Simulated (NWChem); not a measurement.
CF₂InNO; SMILES O=C=[N][In]([F])[F]

```xyz
6

In     0.0054     0.5412     0.0000
F     -1.8778     1.0047     0.0000
F      1.2901     1.9872     0.0000
N      0.6369    -1.3593     0.0000
C      0.2236    -2.4973     0.0000
O     -0.0967    -3.6182     0.0000
```
Atoms are numbered in this order, from 1.

Results from NWChem. Geometry: optimised at PBE0/def2-SVP. def2 effective core potentials on In; no spin-orbit coupling. Hybrids' shares of exact exchange are those that their runs print; pure functionals count as 0. The functionals differ in more than this share.

```csv
row,share of exact exchange,orbital gap (eV)
PBE/def2-SVP,0.00,3.68
OLYP/def2-SVP,0.00,3.74
B3LYP/def2-SVP,0.20,5.42
PBE0/def2-SVP,0.25,6.05
Hartree-Fock/def2-SVP,1.00,withheld
```

Fit a straight line of the last column on the one before it, predict the withheld value, and compare with the run.


1. Means of the 4 shown rows: x = 0.113, y = 4.723. Slope Σ(x − x̄)(y − ȳ)/Σ(x − x̄)² = 0.4714/0.05188 = 9.087; intercept 3.700.
2. The shown rows scatter about the line by 0.066 (root mean square); the largest residual is -0.10, at B3LYP/def2-SVP.
3. At x = 1.00 (Hartree-Fock/def2-SVP; beyond the shown range) the line gives 12.79.
4. The run gives 13.04, +0.25 from the line, 3.8 times the scatter.
